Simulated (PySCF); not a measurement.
Compound: (CH3)3CCHF2, C5H10F2.
Atom-mapped SMILES: `[CH3:1][C:2]([CH3:3])([CH3:4])[CH:5]([F:6])[F:7]` (hydrogens: H8, H9, H10 on C1; H11, H12, H13 on C3; H14, H15, H16 on C4; H17 on C5)

Cartesian coordinates in Å at the GFN2-xTB level; atoms count from 1:
```
atom  x, y, z in Å
C1    -0.7828   -0.7807   -1.0612
C2     0.0313   -0.0222   -0.0106
C3     1.1904    0.7266   -0.6709
C4     0.5564   -0.9827    1.0580
C5    -0.8735    1.0094    0.6763
F6    -1.9370    0.4202    1.2778
F7    -1.3953    1.8885   -0.2154
H8    -0.1575   -1.5193   -1.5562
H9    -1.6220   -1.2908   -0.5939
H10   -1.1701   -0.0927   -1.8091
H11    0.8162    1.4483   -1.3930
H12    1.7818    1.2563    0.0730
H13    1.8363    0.0223   -1.1881
H14    1.2013   -1.7269    0.5986
H15   -0.2673   -1.4944    1.5499
H16    1.1299   -0.4457    1.8107
H17   -0.3449    1.5960    1.4444
```

Structure optimised with GFN2-xTB, isolated species.

Take the most abundant isotopes and a rigid rotor. 

Question: What are A, B and C (MHz)?

Answer: Ia = 156.82, Ib = 221.05, Ic = 263.75 u·Å²; 505379 MHz·u·Å²/I gives A = 3223, B = 2286, C = 1916 MHz.

Question: Classify the top.

Answer: An asymmetric top: κ = (2 × 2286 − 3223 − 1916)/(3223 − 1916) = -0.43.

Question: Is it planar, by Δ = Ic − Ia − Ib?

Answer: Not planar: Δ = Ic − Ia − Ib = -114.12 u·Å². For a rigid frame Δ = −2 Σ m c², so Σ m c² = 57.06 u·Å² lies off the ab plane: 19.05 from hydrogen and 38.01 from heavier atoms. The atom farthest from that plane is 1.93 Å away.

Question: Give the other two planar moments, Paa and Pbb, and the rms extents of the mass along the axes.

Answer: Paa = Σ m a² = (Ib + Ic − Ia)/2 = 163.99 and Pbb = Σ m b² = (Ia + Ic − Ib)/2 = 99.76 u·Å². With the mass M = 108.08 u, the rms extents √(P/M) along a, b and c are 1.23, 0.96, 0.73 Å.

Question: Where do the levels up to J = 5 lie, in K?

Answer: Above 0(0,0), as E/k:
J = 1: 1(0,1) 0.202, 1(1,1) 0.247, 1(1,0) 0.264
J = 2: 2(0,2) 0.601, 2(1,2) 0.632, 2(1,1) 0.686, 2(2,1) 0.820, 2(2,0) 0.825
J = 3: 3(0,3) 1.190, 3(1,3) 1.208, 3(1,2) 1.314, 3(2,2) 1.425, 3(2,1) 1.446, 3(3,1) 1.697, 3(3,0) 1.698
J = 4: 4(0,4) 1.964, 4(1,4) 1.972, 4(1,3) 2.146, 4(2,3) 2.229, 4(2,2) 2.282, 4(3,2) 2.511, 4(3,1) 2.515, 4(4,1) 2.881, 4(4,0) 2.881
J = 5: 5(0,5) 2.919, 5(1,5) 2.923, 5(1,4) 3.173, 5(2,4) 3.228, 5(2,3) 3.333, 5(3,3) 3.528, 5(3,2) 3.545, 5(4,2) 3.899, 5(4,1) 3.900, 5(5,1) 4.375, 5(5,0) 4.375
The levels of one J sum to (2J + 1)J(J + 1)(A + B + C)/3.

Question: Estimate the classical rotational partition function at 10 K, 298.15 K and 500 K.

Answer: Point group Cs, symmetry number σ = 1; q = (√π/σ)·√((kT/h)³/(ABC)), k/h = 20836.6 MHz/K: 1420 at 10 K, 231000 at 298.15 K, 502000 at 500 K.

Not checked by GFN2-xTB frequencies. Zero-point vibration and centrifugal distortion are left out.

All values are computed, not measured.
